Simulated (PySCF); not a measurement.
# What a mistake does to a calculation on BClGeH3O

These are calculations, not measurements. The program is PySCF 2.14.0, an open-source quantum chemistry code, run on an isolated molecule that a program drew, which may never have been made. The molecule is BClGeH3O (charge 0, doublet), drawn as the SMILES string `B[O][GeH][Cl]`.

Each row is a Hartree-Fock (HF) and frozen-core CCSD(T) single point in the cc-pV(D+d)Z basis, meant for a local HF minimum. Run 1 is clean. Each other run has one planted mistake out of seven kinds, and not every kind appears here: one electron removed, one electron added, multiplicity raised by two, geometry at a saddle point, minimal basis STO-3G, one bond length entered in bohr, all coordinates scaled. The reference is restricted for singlets and unrestricted otherwise, and also for a bond in bohr. Adding or removing an electron swaps singlet and doublet. Electrons count all cores. HOMO and LUMO are orbital energies over both spins, the gradient is its largest component, and the lowest frequency (negative if imaginary) is given only where the gradient is small. Bond lengths are over the 6 bonds as drawn. T1 is the CCSD diagnostic: over 0.02 (restricted) or 0.045 (unrestricted) a single reference is doubtful. Germanium has the cc-pVDZ-PP basis, with a core potential (ECP10MDF) in place of its 10 inner electrons, and its 3s, 3p and 3d shells are frozen in CCSD(T).

Geometry of the clean run:
```xyz
7
BClGeH3O, angstrom
B     0.0260    0.1838   -0.4104
O    -1.1091    0.8230   -0.0514
Ge   -2.3896    0.3295    1.0893
Cl   -1.5178    0.2956    3.0777
H     0.2819   -0.9131    0.0204
H     0.7659    0.7361   -1.1788
H    -3.4394    1.4469    1.0413
```

| run | electrons | basis functions | <S^2> | HOMO (eV) | LUMO (eV) | gradient (hartree/bohr) | lowest frequency (cm^-1) | mean bond (Å) | longest bond (Å) | T1 | HF (hartree) | CCSD(T) (hartree) | mistake |
|---|---|---|---|---|---|---|---|---|---|---|---|---|---|
| 1 | 65 | 89 | 0.757 | -10.01 | 0.12 | 1.4e-05 | 55 | 1.5414 | 2.171 | 0.0167 | -854.24834 | -854.78227 | no fault |
| 2 | 65 | 89 | 0.754 | -9.48 | 0.83 | 8.0e-02 | - | 1.4258 | 2.009 | 0.0140 | -854.20018 | -854.72225 | all coordinates scaled |
| 3 | 66 | 89 | 0.000 | -1.72 | 7.58 | 8.5e-02 | - | 1.5414 | 2.171 | 0.0162 | -854.27625 | -854.83487 | ? |
| 4 | 65 | 89 | 0.892 | -9.25 | -1.10 | 3.3e-02 | - | 1.8633 | 4.103 | 0.0336 | -854.16780 | -854.68913 | ? |

**Which mistake was planted in run 3, and what did it cost?**

It counts 66 electrons, one more than the clean run, at the same geometry and basis. So the mistake is: one electron added. Subtracting run 1 and multiplying by 627.51 kcal/mol a hartree, the energy moved by -17.5 kcal/mol in HF and -33.0 kcal/mol in CCSD(T).

**Which mistake was planted in run 4, and what did it cost?**

The mean bond changes by a factor of 1.209 and the longest by 1.890, so the molecule wasn't scaled as a whole. A length L in bohr read as angstrom grows by (1/0.5292 - 1) L = 0.890 L. The 6 bonds together grew by 6 x 0.3219 = 1.931 Å, which gives L = 2.171 Å. That is bond Ge3-Cl4, 2.171 Å in the clean geometry. So the mistake is: one bond length entered in bohr. Subtracting run 1 and multiplying by 627.51 kcal/mol a hartree, the energy moved by 50.5 kcal/mol in HF and 58.4 kcal/mol in CCSD(T).

